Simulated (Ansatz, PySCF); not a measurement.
System: Si$_{2}$H$_{4}$F, charge 0, doublet. Si2H4F (SMILES F[SiH2][SiH2], doublet).
B3LYP-D3(BJ)/def2-TZVP minimum from Ansatz (a program for electronic structure):
```
Si
F 1 1.6118
H 1 1.4803 2 108.21
H 1 1.4822 3 109.66 2 -115.93
Si 1 2.3333 3 109.55 4 -125.38
H 5 1.4843 1 115.44 3 166.42
H 5 1.4848 6 110.09 1 129.03
```
Charge 0, spin multiplicity 2.

Atomisation energy term by term, kcal/mol (programs: Ansatz). UHF or UKS for unpaired electrons; spin-orbit terms are left out. Cores are frozen in correlated methods. Rows without X2C or -DK are non-relativistic. CBS(X,Y): correlation extrapolated as X^-3, Hartree-Fock from the larger set. A bracket is a step between two methods taken in the basis named. '+ core + X2C': CCSD(T) terms for core correlation (cc-pwCVTZ, 1s frozen past Ne) and scalar relativity (cc-pVTZ-DK). Where a partner has so few electrons that a lower coupled-cluster level is exact, that level stands in.

```tsv
term	basis	kcal/mol
Hartree-Fock	cc-pV(Q+d)Z	382.41
CCSD correlation	CBS(cc-pV(T+d)Z,cc-pV(Q+d)Z)	111.93
(T)	CBS(cc-pV(T+d)Z,cc-pV(Q+d)Z)	5.34
CCSDT(Q) - CCSD(T)	cc-pV(D+d)Z	0.47
core correlation	cc-pwCVTZ	-0.41
scalar relativity	X2C, cc-pVTZ-DK	-1.47
minus zero-point energy	harmonic, PySCF's Hessian at B3LYP-D3(BJ)/def2-TZVP	-21.93
sum: D0		476.3
```
